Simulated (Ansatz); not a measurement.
GeI₂. The state is a singlet with charge 0. Geometry PBE-D4/def2-TZVP; atoms count from 1.

Cartesian coordinates in Å:
```
Ge 0.447 -0.200 -0.957
I -0.983 -1.763 0.514
I 0.536 1.964 0.443
```

In the def2 sets I takes a core potential; there is no spin–orbit coupling.

Q: Estimate the Mulliken populations from the PBE0/def2-TZVP orbitals of Ansatz.

A: 
```
atom  charge (e)
 Ge1        0.43
  I2       -0.21
  I3       -0.21
```
Mulliken values and Mayer orders depend strongly on the basis.

Q: And the Mayer bond orders between bonded heavy atoms (over 0.3)?

A: Ge1–I2 1.18 (2.58 Å); Ge1–I3 1.18 (2.58 Å).
